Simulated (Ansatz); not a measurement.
Cl$_{2}$H$_{4}$HfN$_{2}$ (`[NH2][Hf]([NH2])([Cl])[Cl]`). Charge 0, multiplicity 1. Hf takes the def2 core potential.

Cartesian coordinates in Å:
```
N -0.9587 0.6982 -1.2021
Hf 0.4364 0.4601 0.2285
N 0.2494 -1.4460 0.8316
Cl -0.0368 1.9258 2.0185
Cl 2.5740 0.8054 -0.7137
H -1.1241 1.5557 -1.7123
H -1.6014 -0.0088 -1.5280
H 0.7759 -2.2291 0.4681
H -0.3147 -1.7613 1.6094
```

Q: What are the harmonic wavenumbers in cm⁻¹ at PBE0-D4/def2-TZVP (Ansatz, finite differences of forces, unscaled)? (An estimate is asked.)

A: The calculation gave: 86, 90, 113, 136, 167, 183, 283, 361, 368, 471, 474, 502, 516, 637, 658, 1538, 1543, 3558, 3565, 3650, 3660.

Q: Is this a minimum?

A: Yes, all 21 modes are real.

Q: Give the ideal-gas thermochemistry at 298.15 K and 1 bar (rigid rotor, harmonic oscillator; point group Cs, symmetry number 1).

A: Zero-point energy 134.9 kJ/mol; H(298) − E = 161.7 kJ/mol; entropy 407.2 J/(mol·K), of which translation 179.2, rotation 121.4, vibration 106.6; G(298) − E = 40.3 kJ/mol. Modes under 100 cm⁻¹ are hindered rotations or soft bends, so the harmonic entropy is rough.
